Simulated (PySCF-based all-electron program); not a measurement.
# Bond force of BrF, singlet

Calculated with an in-house all-electron program built on PySCF, in large uncontracted Gaussian sets near the basis limit; Koelling–Harmon scalar relativity, no spin–orbit coupling, spin-restricted. Forces are good to about 0.004 eV/Å. A positive force pushes the atoms apart.

```json
{"r (Å)": "1.583", "PBE (eV/Å)": "8.342"}
{"r (Å)": "1.7589", "PBE (eV/Å)": "0.676"}
{"r (Å)": "1.9348", "PBE (eV/Å)": "?"}
```

Task: Fill in the missing PBE forces.

Result: 1.9348 Å: -2.419 eV/Å.

Task: Between which listed lengths does the PBE force vanish, and at which of the two is it smaller?

Result: Between 1.759 and 1.935 Å. The force is smaller at 1.759 Å.
